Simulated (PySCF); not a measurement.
**How good is the calculation?**

Numbering as in the mapped SMILES `[CH3:1][C:2](=[O:3])[NH:4][C:5]([CH3:6])([CH3:7])[CH3:8]`; H(Xn) means a hydrogen on atom n.

Measured values that the calculation should reproduce: δ 13C C5 49.9; C6/C7/C8 28.6; δ 1H H(C6)/H(C7)/H(C8) 1.28 ppm (measured; solution, not stated per compound (mostly CDCl3 or CCl4); Pretsch, Buehlmann, Badertscher, Structure Determination of Organic Compounds, 4th ed. (2009)).

[PySCF: geometry from GFN2-xTB; GIAO PBE0/pcSseg-1 shieldings; isolated molecule; equivalent nuclei averaged; non-relativistic; one conformer]

Problem. How close does the calculation come?

Solution. 
Reference values: measured (solution, not stated per compound (mostly CDCl3 or CCl4); Pretsch, Buehlmann, Badertscher, Structure Determination of Organic Compounds, 4th ed. (2009)).
```json
{"atoms": "C5", "quantity": "δ 13C", "reference": "49.9", "computed": "52.0", "computed, scaled": "48.5"}
{"atoms": "C6/C7/C8", "quantity": "δ 13C", "reference": "28.6", "computed": "29.1", "computed, scaled": "26.2"}
{"atoms": "H(C6)/H(C7)/H(C8)", "quantity": "δ 1H", "reference": "1.28", "computed": "1.39", "computed, scaled": "1.40"}
```

Computed shifts are σ(ref) − σ with the named reference compound (TMS for H and C) calculated as an isolated molecule at the same level. The measured values may be among those fitted. Empirical linear scaling, fitted to shifts measured mostly in CDCl3 for H and C (δ vs TMS): 13C: δ = 179.97 − 0.974σ (rms 2.1 ppm, 958 shifts, 2.3 ppm with the 13 outliers that the fit left out); 1H: δ = 30.01 − 0.943σ (rms 0.17 ppm, 504 shifts, 0.18 ppm with the 4 outliers that the fit left out). Occasional misses reach two or three times the rms, and more in compound classes unlike the fitted ones. Hydrogens on heteroatoms aren't scaled, only referred to computed TMS.

Problem. How far are the unscaled 13C shifts from the references?

Solution. Mean signed difference +1.30 ppm, mean absolute 1.30 ppm over 2 comparisons; the largest is +2.1 ppm at C5 (fully substituted sp3 carbon bonded to N).
